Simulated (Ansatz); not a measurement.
Relaxation of ClFGaH3 (6 atoms, charge 0, multiplicity 1), to a largest force component of 0.03 eV/Å in at most 50 steps.

The calculation used RKS PBE-D4/def2-SVP (Ansatz 0.2.0).

```xyz
6
Properties=species:S:1:pos:R:3
Ga -0.029 0.220 -0.069
H 0.128 0.261 1.500
Cl 1.839 0.407 -1.162
H -1.360 0.166 -0.877
F 0.296 -2.331 1.246
H 0.352 -1.566 1.779
```

Question: Where does it end, and by what steps?

Answer: It converged. After 26 steps the energy has fallen by 0.471 eV; H6 moved furthest, 1.22 Å.

```tsv
step	energy less start (eV)	largest force component (eV/Å)	accepted
0	0.0000	0.408	yes
1	-0.0690	0.752	yes
2	-0.1432	0.732	yes
3	-0.1341	0.512	no
4	-0.1688	0.222	yes
5	-0.1720	0.071	yes
6	-0.1772	0.064	yes
7	-0.1556	1.481	no
8	-0.1811	0.042	yes
9	-0.1825	0.464	yes
10	-0.1875	0.195	yes
11	-0.1957	0.188	yes
12	-0.1950	0.575	no
13	-0.2006	0.232	yes
14	-0.2053	0.559	yes
15	-0.2270	0.198	yes
16	-0.2599	0.177	yes
17	-0.2811	0.675	yes
18	-0.2953	0.615	yes
19	-0.3118	0.585	yes
20	-0.3208	0.513	yes
21	-0.3689	1.122	yes
22	-0.4374	0.937	yes
23	-0.4602	0.226	yes
24	-0.4681	0.124	yes
25	-0.4706	0.083	yes
26	-0.4712	0.024	yes
```

```xyz
6
Properties=species:S:1:pos:R:3
Ga -0.213 0.163 0.258
H -0.143 1.127 1.489
Cl 1.857 -0.429 -0.468
H -1.317 -0.163 -0.802
F 0.089 -1.791 1.202
H 0.954 -1.750 0.737
```

Whether the end is a true minimum wasn't checked by a vibrational analysis.

Time of the run: 54 s on 1 thread of Arm Neoverse V1, with other jobs on the host, peak memory 0.14 GiB.
